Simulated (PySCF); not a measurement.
## Correlation energy of Mo⁺ (molybdenum, charge +1)

Starting occupation: [Kr] 4d5, 4d3/2 with m_j = -3/2, -1/2, +1/2, +3/2, 4d5/2 with m_j = +5/2. Computed with PySCF 2.14 in x2c-TZVPPall-2c (8s9p7d2f1g, 93 functions), with X2C-1e with screened-nucleus spin-orbit coupling, Gaussian nucleus. Frozen: [Ar] 3d10; 13 electrons correlated; the 6 highest virtual spinors left out.

MP2 pair energies summed by pair of shells (mhartree):

| pair | energy | share (%) |
| --- | --- | --- |
| 4d-4p | -145.18 | 42.4 |
| 4p-4p | -81.13 | 23.7 |
| 4d-4d | -58.96 | 17.2 |
| 4p-4s | -32.98 | 9.6 |
| 4d-4s | -18.86 | 5.5 |
| 4s-4s | -5.17 | 1.5 |

Total MP2 correlation energy: -342.28 mhartree.

The GHF reference relaxed away from the jj start to a determinant that is no pure jj level (⟨S²⟩ = 8.75, ⟨J²⟩ = 8.75); the energies belong to that determinant.

This basis was not built for core-valence correlation, so the inner-shell part is incomplete.
